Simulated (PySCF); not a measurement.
This script is equivalent to a calculation on F+ (fluorine, charge +1).

```python
from pyscf import gto, scf, dft, mp, cc
import basis_set_exchange as bse
mol = gto.M(atom="F 0 0 0", charge=1, spin=2, symmetry="D2h",
            basis=gto.basis.parse(bse.get_basis("jorge-DZP-DKH", elements=["F"], fmt="nwchem", header=False)),
            nucmod="G")
mf = dft.UKS(mol, xc="MN15").sfx2c1e()
mf.irrep_nelec = {'Ag': (2, 2), 'B1u': (1, 0), 'B2u': (1, 1), 'B3u': (1, 0)}
mf.kernel()
```

**Question.** What total energy does it give?

**Answer.** -99.130 hartree (calculated).

**Question.** Which occupied shell lies highest, and where?

**Answer.** 2p β, at -30.039 eV.

**Question.** What is ⟨S²⟩, and what would a pure spin state give?

**Answer.** 2.000, against 2.00.
